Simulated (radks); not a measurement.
Effect of the nuclear size on the platinum ion Pt3+, [Xe] 4f14 5d7. Calculated with a radial shooting solver on a logarithmic mesh with Libxc functionals: Dirac Kohn-Sham, exchange-only LDA, spin-unpolarised, spherical densities, finite nucleus; open shells are shared between the two j in proportion to 2j + 1; Fermi nuclear charge, rms radius 5.427 fm. The rms radius is varied about that value; shifts are against it.

rms radius (fm) = 4.8409: total energy shift (eV) -17.9; density at nucleus (e/bohr^3) 2.055e+06; 1s1/2 shift (meV) -7200; 2s1/2 shift (meV) -1050; 5s1/2 shift (meV) -11.8; 5p1/2 shift (meV) -0.168; 5d5/2 shift (meV) 0.164; 6s1/2 (empty) shift (meV) -1.82; 6p1/2 (empty) shift (meV) -0.072
rms radius (fm) = 4.8952: total energy shift (eV) -16.3; density at nucleus (e/bohr^3) 2.047e+06; 1s1/2 shift (meV) -6550; 2s1/2 shift (meV) -958; 5s1/2 shift (meV) -10.7; 5p1/2 shift (meV) -0.153; 5d5/2 shift (meV) 0.149; 6s1/2 (empty) shift (meV) -1.66; 6p1/2 (empty) shift (meV) -0.066
rms radius (fm) = 5.427: total energy shift (eV) 0; density at nucleus (e/bohr^3) 1.966e+06; 1s1/2 shift (meV) 0.000; 2s1/2 shift (meV) 0.000; 5s1/2 shift (meV) 0.000; 5p1/2 shift (meV) 0.000; 5d5/2 shift (meV) 0.000; 6s1/2 (empty) shift (meV) 0.000; 6p1/2 (empty) shift (meV) 0.000
rms radius (fm) = 5.7418: total energy shift (eV) 10.1; density at nucleus (e/bohr^3) 1.923e+06; 1s1/2 shift (meV) 4070; 2s1/2 shift (meV) 595; 5s1/2 shift (meV) 6.67; 5p1/2 shift (meV) 0.096; 5d5/2 shift (meV) -0.093; 6s1/2 (empty) shift (meV) 1.03; 6p1/2 (empty) shift (meV) 0.041
rms radius (fm) = 6.6426: total energy shift (eV) 41.0; density at nucleus (e/bohr^3) 1.817e+06; 1s1/2 shift (meV) 16500; 2s1/2 shift (meV) 2410; 5s1/2 shift (meV) 27.0; 5p1/2 shift (meV) 0.392; 5d5/2 shift (meV) -0.376; 6s1/2 (empty) shift (meV) 4.17; 6p1/2 (empty) shift (meV) 0.166

Slopes of the eigenvalues against <r^2> in GHz/fm^2, as finite differences over the two radii next to the reference (eigenvalue slopes, not the field-shift constants of lines): 1s1/2 285000, 2s1/2 41700, 5s1/2 467, 5p1/2 6.70, 5d5/2 -6.50, 6s1/2 (empty) 72.2, 6p1/2 (empty) 2.86.
